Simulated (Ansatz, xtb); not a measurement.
**Relative energy of two isomers of C5H8N2O**

Structure a is `N/C=C1\CCN=C1O`, a singlet and structure b is `N/C=C1/CCN=C1O`, a singlet. Both are isolated molecules in the gas phase, relaxed with r2SCAN-D4/def2-SVP; the shapes shown needn't be the lowest conformers.

a (Å):

```yaml
atoms:
  - { symbol: C, position_ang: [0.6486, -0.0722, -0.0599] }
  - { symbol: C, position_ang: [-0.6350, -0.5043, -0.0328] }
  - { symbol: C, position_ang: [-1.9145, 0.2868, -0.1413] }
  - { symbol: C, position_ang: [-2.9993, -0.8305, -0.0042] }
  - { symbol: C, position_ang: [-1.0541, -1.8896, 0.0986] }
  - { symbol: N, position_ang: [1.0441, 1.2284, -0.2442] }
  - { symbol: N, position_ang: [-2.3193, -2.1147, 0.1179] }
  - { symbol: O, position_ang: [-0.1348, -2.8650, 0.2000] }
  - { symbol: H, position_ang: [1.9771, 1.4873, 0.0499] }
  - { symbol: H, position_ang: [0.3473, 1.9544, -0.1192] }
  - { symbol: H, position_ang: [1.4593, -0.8041, 0.0220] }
  - { symbol: H, position_ang: [-2.0077, 1.0539, 0.6504] }
  - { symbol: H, position_ang: [-1.9921, 0.8190, -1.1076] }
  - { symbol: H, position_ang: [-3.6430, -0.6661, 0.8792] }
  - { symbol: H, position_ang: [-3.6788, -0.8478, -0.8751] }
  - { symbol: H, position_ang: [-0.6388, -3.6912, 0.2831] }
```

b (Å):

```xyz
16

C     0.8394    1.5065    0.5485
C     0.7370    0.4115   -0.2518
C     0.7286    0.3535   -1.7650
C     0.5710   -1.1771   -2.0364
C     0.6094   -0.9743    0.1677
N     0.9317    1.5151    1.9140
N     0.5143   -1.8659   -0.7508
O     0.5811   -1.2904    1.4833
H     0.7377    0.6440    2.3981
H     0.6786    2.3641    2.4012
H     0.9051    2.4985    0.0846
H     1.6604    0.7487   -2.2055
H    -0.1014    0.9332   -2.2050
H     1.4105   -1.5768   -2.6335
H    -0.3440   -1.4001   -2.6146
H     0.4805   -2.2566    1.5177
```

Task: Estimate which is lower in electronic energy at CCSD(T)/def2-SVP + ΔMP2/def2-TZVPP, and by roughly how much.

Result: CCSD(T)/def2-SVP + ΔMP2/def2-TZVPP gives E(b) − E(a) = +1.04 kcal/mol, favouring structure a, but this leans on the basis-set step: CCSD(T) alone gives +0.27 kcal/mol.

The same difference at several levels:

```
                             level            geometry  E(b) − E(a) (kcal/mol)  departure from the last row (kcal/mol)  job, with rough time for the two
                          GFN2-xTB            GFN2-xTB                     −0.59                                   −1.63              optimisation, 0.35 s
                         HF/STO-3G            GFN2-xTB                     −0.71                                   −1.75               single point, 1.1 s
      r2SCAN-D4/def2-SVP//GFN2-xTB            GFN2-xTB                     +0.49                                   −0.54               single point, 6.9 s
                r2SCAN-D4/def2-SVP  r2SCAN-D4/def2-SVP                     +0.29                                   −0.75                optimisation, 65 s
                       HF/def2-SVP  r2SCAN-D4/def2-SVP                     +1.17                                   +0.13           part of the CCSD(T) run
                      MP2/def2-SVP  r2SCAN-D4/def2-SVP                     +0.34                                   −0.70           part of the CCSD(T) run
                  CCSD(T)/def2-SVP  r2SCAN-D4/def2-SVP                     +0.27                                   −0.77                      single point
CCSD(T)/def2-SVP + ΔMP2/def2-TZVPP  r2SCAN-D4/def2-SVP                     +1.04                                                     single point, 3.3 min
```

As drawn, both hold the same kinds of bond in the same numbers.

GFN2-xTB, HF/STO-3G put the two in the other order. r2SCAN-D4/def2-SVP//GFN2-xTB, r2SCAN-D4/def2-SVP, MP2/def2-SVP, CCSD(T)/def2-SVP find them nearly level. The largest departure from CCSD(T)/def2-SVP + ΔMP2/def2-TZVPP is that of HF/STO-3G, 1.75 kcal/mol. The last row adds to CCSD(T) the change of the MP2 difference between the two basis sets, here +0.77 kcal/mol.

With thermal terms from frequencies at re-optimised GFN2-xTB minima (ideal gas, soft modes damped towards free rotors, one conformer each, 298.15 K, 1 atm): the zero-point term adds +0.13 kcal/mol; ΔH is +1.10 and ΔG +1.30 kcal/mol.

The correlated steps freeze 8 core orbitals. Codes used: Ansatz 0.2.0, xtb 6.7.1; the last row on 2 threads of Intel(R) Xeon(R) Platinum 8259CL CPU @ 2.50GHz (Skylake/Cascade Lake) on a shared host.
